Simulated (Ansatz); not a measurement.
Si3O3⁻, relaxed as a doublet with UKS r2SCAN-D4/def2-SVPD in Ansatz, starting from the GFN1-xTB geometry. Force threshold 0.02 eV/Å.

The structure comes from a short search, and lower isomers may exist.

Start:

```xyz
6

Si   -0.682   -0.120   -0.913
Si    1.711    0.438    0.794
Si   -1.167   -0.453    1.354
O     0.953    0.345   -0.677
O    -1.247   -0.186   -2.341
O     0.433   -0.023    1.782
```

| step | energy (eV) | largest force component (eV/Å) | SCF passes |
| --- | --- | --- | --- |
| 1 | -29761.9365 | 1.205 | 24 |
| 2 | -29762.0008 | 0.804 | 26 |
| 3 | -29762.0306 | 0.223 | 27 |
| 4 | -29762.0318 | 0.073 | 28 |
| 5 | -29762.0331 | 0.021 | 27 |
| 6 | -29762.0332 | 0.006 | 18 |

Force components are those of the run's own axes.

End:

```xyz
6

Si   -0.666   -0.123   -0.910
Si    1.705    0.440    0.798
Si   -1.213   -0.472    1.377
O     0.987    0.352   -0.726
O    -1.263   -0.181   -2.355
O     0.451   -0.015    1.816
```

By distances, no bond broke or formed. The bond that changes most is Si3–O6, from 1.71 to 1.78 Å (atoms count from 1).

No frequencies were taken in this run, so the end may be a saddle point.

Hardware: 4 threads of Intel Xeon on a shared host. Wall time 14 s.
